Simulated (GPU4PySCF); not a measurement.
N-phenylbenzimidazole (C₁₃H₁₀N₂), SMILES c1ccc(-n2cnc3ccccc32)cc1. Coordinates come from a r2SCAN-D4/def2-TZVP optimisation. The values are those of a single conformer.

**Question.** Give the equilibrium geometry at r2SCAN-D4/def2-TZVP (GPU4PySCF confirms it by a frequency run) as a Z-matrix. (Estimate from the structure and the level; the computed values follow.)

**Answer.** One answer among several that fit: 
```
N
C 1 1.3812
N 2 1.3025 1 114.07
H 2 1.0812 3 125.64 1 -177.99
C 3 1.3841 2 104.75 4 -178.38
C 1 1.3880 2 105.89 4 178.30
C 6 1.3904 1 132.67 2 177.38
H 7 1.0834 6 122.18 1 1.17
C 7 1.3883 8 121.22 6 179.23
H 9 1.0842 7 119.08 8 0.79
C 5 1.3935 3 129.60 2 -178.74
H 11 1.0838 5 120.22 3 -0.91
C 11 1.3862 12 121.85 5 -179.60
H 13 1.0842 11 119.57 12 -0.44
C 1 1.4115 2 126.05 4 -0.90
C 15 1.3941 1 119.65 2 -44.48
H 16 1.0841 15 119.58 1 -2.63
C 16 1.3886 17 120.74 15 178.77
H 18 1.0842 16 119.48 17 1.22
C 18 1.3904 19 120.14 16 179.01
H 20 1.0838 18 120.15 19 0.39
C 20 1.3909 21 120.16 18 179.97
H 22 1.0843 20 120.10 21 0.60
C 22 1.3883 23 119.45 20 -179.12
H 24 1.0835 22 120.81 23 1.32
```
Charge 0, spin multiplicity 1.
